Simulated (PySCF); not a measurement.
**Shapes and spin states of CoF₂**

These are results of PBE0/[Co def2-TZVP, F def2-TZVP], no relativity, density fitting, PySCF, not measurements.

Relaxations began from a few typed shapes and spin states; open shells are unrestricted. The search is not exhaustive: other isomers or separated fragments can lie lower, and high-lying points may rest on an excited occupation.

```json
{"spin": "quartet", "group": "D∞h", "bonds": "Co–F 1.737 Å (×2)", "angles": "F–Co–F 180.0°", "imaginary modes (cm⁻¹)": "none", "ΔE (kJ/mol)": "0.0", "ΔE with ZPE (kJ/mol)": "0.0"}
{"spin": "quartet", "group": "D∞h", "bonds": "Co–F 1.730 Å (×2)", "angles": "F–Co–F 180.0°", "imaginary modes (cm⁻¹)": "none", "ΔE (kJ/mol)": "15.7", "ΔE with ZPE (kJ/mol)": "15.4"}
{"spin": "broken-symmetry Ms = 1/2 (⟨S²⟩ 1.75)", "group": "D∞h", "bonds": "Co–F 1.720 Å (×2)", "angles": "F–Co–F 180.0°", "imaginary modes (cm⁻¹)": "none", "ΔE (kJ/mol)": "90.0", "ΔE with ZPE (kJ/mol)": "90.2"}
```

The lowest minimum found is the quartet D∞h: Co–F 1.737 Å (×2); F–Co–F 180.0°.

Formally Co is in oxidation state +2, d7, with 3 unpaired electrons (the high-spin count). The Mulliken spin on Co is 2.82. The polar-tensor charge on Co, 1.43, is below the formal one.

For the lowest minimum: open d and f shells are described by one determinant, and the ground state may have another occupation or spin.

The electron or spin density has lower symmetry than the nuclear frame for the quartet D∞h at 15.7 kJ/mol, broken-symmetry Ms = 1/2 (⟨S²⟩ 1.75) D∞h at 90.0 kJ/mol.
